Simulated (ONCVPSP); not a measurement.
## Logarithmic derivatives: palladium (Pd), ONCV

ONCVPSP 4.0.1 input, shortened (lines: element, Z, core and valence counts, functional; n l f; lmax; l rc ep ncon nbas qcut; lloc lpopt rc5 dvloc0; l nproj debl; icmod fcfact rcfact), PBEsol, scalar-relativistic:

```
  Pd 46.00    6    3  -116133      upf
    1    0    2.00
    2    0    2.00
    2    1    6.00
    3    0    2.00
    3    1    6.00
    3    2   10.00
    4    0    2.00
    4    1    6.00
    4    2   10.00
    2
    0    1.00    0.00    3    7    5.60
    1    1.15    0.00    5    8    8.20
    2    1.00    0.00    3    8   10.00
    2    5    1.00    0.00
    0    3    1.90
    1    2    2.70
    2    0    3.20
    0    0.00    0.00
```

In the s channel the program set the typed energies aside and used -3.133, 0.250, 2.150 Ha.

The phase is arctan(r·R′/R) of the radial function R(r), unwrapped; energies in Ha, scanned from -5 to 5 Ha. A pole is an energy at which the radial function vanishes at the test radius. The pseudo phase is shifted by a multiple of π to meet the all-electron one at the reference energy, and phase errors are pseudo minus all-electron; the curves can meet again beyond the range given. Levels narrower than the energy grid can be missing from the lists of poles.

| channel | radius (bohr) | reference energy (Ha) | poles, all-electron | poles, pseudo | unbroken range about the reference energy with phases within 0.05 rad | phase error 1 Ha above the reference energy (rad) |
| --- | --- | --- | --- | --- | --- | --- |
| s | 1.01 | -3.13 | 2.69 | 2.69 | the whole range | +0.000 |
| p | 1.16 | -1.88 | 1.59 | 1.59 | the whole range | -0.000 |
| d | 1.01 | -0.15 | none | none | the whole range | -0.001 |

Note: ghosts flagged at negative energy: s at -1220.3 eV; GHOST(+) flagged for s at 544.6 eV. A true bound ghost makes a file unfit for plane-wave use.

Phases in the s channel:

| E (Ha) | all-electron | pseudo |
| --- | --- | --- |
| -4.96 | -0.435 | -0.434 |
| -4.48 | -0.678 | -0.678 |
| -4.00 | -0.869 | -0.869 |
| -3.52 | -1.014 | -1.014 |
| -3.04 | -1.124 | -1.123 |
| -2.56 | -1.208 | -1.208 |
| -2.08 | -1.275 | -1.275 |
| -1.60 | -1.328 | -1.328 |
| -1.12 | -1.373 | -1.373 |
| -0.64 | -1.410 | -1.410 |
| -0.16 | -1.442 | -1.442 |
| 0.32 | -1.469 | -1.469 |
| 0.80 | -1.494 | -1.494 |
| 1.28 | -1.516 | -1.516 |
| 1.76 | -1.536 | -1.536 |
| 2.24 | -1.555 | -1.555 |
| 2.72 | -1.572 | -1.572 |
| 3.20 | -1.589 | -1.589 |
| 3.68 | -1.604 | -1.604 |
| 4.16 | -1.620 | -1.620 |
| 4.64 | -1.635 | -1.635 |
